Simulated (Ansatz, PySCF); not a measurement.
Torsion H3–Si1–S2–H6 in H4SSi (SMILES [SiH3]S); at each angle all else is relaxed with GFN2-xTB, and the levels are single points there.
Geometry at 60° (charge 0, multiplicity 1):
```xyz
6

Si    -0.598    -0.045    -0.024
S      1.429    -0.284    -0.691
H     -0.736    -0.761     1.238
H     -1.471    -0.606    -1.046
H     -0.733     1.392     0.118
H      1.415    -1.606    -0.775
```

On the grid 0° to 120°, 0° is the highest and 60° the lowest point at MP2/CBS(cc-pV(T+d)Z, cc-pV(Q+d)Z) + ΔCCSD(T)/cc-pV(T+d)Z.

Cores are frozen in the correlated methods. CBS: X⁻³ extrapolation of the correlation energy, Hartree–Fock from the larger set. Rows in 6-31G* carry no dispersion term and start afresh at each structure (6-31G* with six Cartesian d functions).

Codes used: Ansatz (a program for electronic structure); PySCF for 6-31G* rows. 

Problem. What is the computed energy at 0° less that at 60° (HF/6-31G*)?

Solution. 4 kJ/mol
